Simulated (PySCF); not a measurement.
# Fe(2+) (iron, charge +2): UHF calculation

Configuration: [Ar] 3d6, high-spin 5D determinant. All numbers are calculated (PySCF 2.14, the spin-free X2C one-electron Hamiltonian (Gaussian nucleus), in aug-cc-pVDZ-DK (7s6p4d2f, 59 functions)).

* Total energy: -1270.545053 hartree
* One-electron energy: -1738.8802 hartree
* Hartree (Coulomb) energy: 523.0313 hartree
* Exchange energy: -54.6961 hartree
* ⟨S²⟩: 6.0036
* ⟨L²⟩: 6.014
* Sum of ⟨r⟩: 15.18 bohr
* Sum of ⟨r²⟩: 15.88 bohr²
* Traceless quadrupole moment −½Σ⟨3z² − r²⟩ along its main axis: 0.466 e·bohr²
* Langevin diamagnetic susceptibility: -12.6 ×10⁻⁶ cm³/mol
* Time after the integrals: 0.37 s of wall time on 1 thread of Neoverse-V1 (shared host)

| shell | electrons | mean orbital energy (eV) | spread (eV) | rms radius, mean of both spins (bohr) |
| --- | --- | --- | --- | --- |
| 1s α | 1 | -7193.2 | 0 | 0.0675 |
| 1s β | 1 | -7193.1 | 0 | 0.0675 |
| 2s α | 1 | -902.25 | 0 | 0.288 |
| 2s β | 1 | -898.90 | 0 | 0.288 |
| 2p α | 3 | -768.13 | 0.953 | 0.260 |
| 2p β | 3 | -764.78 | 0.026 | 0.260 |
| 3s α | 1 | -138.65 | 0 | 0.872 |
| 3s β | 1 | -129.03 | 0 | 0.872 |
| 3p α | 3 | -99.266 | 2.082 | 0.935 |
| 3p β | 3 | -87.641 | 1.399 | 0.935 |
| 3d α | 5 | -36.707 | 2.416 | 1.19 |
| 3d β | 1 | -31.145 | 0 | 1.19 |

Densities and radii are taken from the X2C orbitals without a picture-change correction, which distorts them close to the nucleus.
